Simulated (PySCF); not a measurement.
In(Me)(SH)2, SMILES [CH3][In]([SH])[SH] (CH₅InS₂), CAM-B3LYP/def2-SVP optimised geometry.

```
9

In    -0.02    -0.40     0.00
C      2.12    -0.40     0.00
H      2.50     0.23     0.82
H      2.49     0.01    -0.95
H      2.50    -1.42     0.12
S     -1.40     1.58     0.00
H     -0.35     2.43     0.00
S     -1.30    -2.43    -0.01
H     -2.50    -1.81    -0.01
```

Density from PySCF 2.14.0 with CAM-B3LYP/def2-TZVP, def2 effective core potentials past Kr at that geometry. The core electrons that the potentials of In replace are not part of the density.

Minimum of the electron density along straight lines between bonded atoms, close to the bond critical point (lines longer than 1.1 times the sum of covalent radii, or with two minima, are not listed):

```json
[
 {"bond": "In1–C2", "length / Å": "2.148", "ρ at the minimum / e bohr⁻³": "?", "∇²ρ there / e bohr⁻⁵": "?", "position (fraction from the first atom)": "0.52"},
 {"bond": "C2–H3", "length / Å": "1.098", "ρ at the minimum / e bohr⁻³": "0.270", "∇²ρ there / e bohr⁻⁵": "-0.90", "position (fraction from the first atom)": "0.64"},
 {"bond": "C2–H4", "length / Å": "1.099", "ρ at the minimum / e bohr⁻³": "0.269", "∇²ρ there / e bohr⁻⁵": "-0.89", "position (fraction from the first atom)": "0.64"},
 {"bond": "C2–H5", "length / Å": "1.098", "ρ at the minimum / e bohr⁻³": "0.271", "∇²ρ there / e bohr⁻⁵": "-0.91", "position (fraction from the first atom)": "0.64"},
 {"bond": "In1–S6", "length / Å": "2.410", "ρ at the minimum / e bohr⁻³": "0.081", "∇²ρ there / e bohr⁻⁵": "0.13", "position (fraction from the first atom)": "0.48"},
 {"bond": "S6–H7", "length / Å": "1.350", "ρ at the minimum / e bohr⁻³": "0.210", "∇²ρ there / e bohr⁻⁵": "-0.59", "position (fraction from the first atom)": "0.64"},
 {"bond": "In1–S8", "length / Å": "2.405", "ρ at the minimum / e bohr⁻³": "0.081", "∇²ρ there / e bohr⁻⁵": "0.13", "position (fraction from the first atom)": "0.48"},
 {"bond": "S8–H9", "length / Å": "1.349", "ρ at the minimum / e bohr⁻³": "0.211", "∇²ρ there / e bohr⁻⁵": "-0.59", "position (fraction from the first atom)": "0.64"}
]
```

Question: What belongs in the gaps?

Answer: 
- In1–C2, ρ at the minimum / e bohr⁻³: 0.100
- In1–C2, ∇²ρ there / e bohr⁻⁵: 0.14
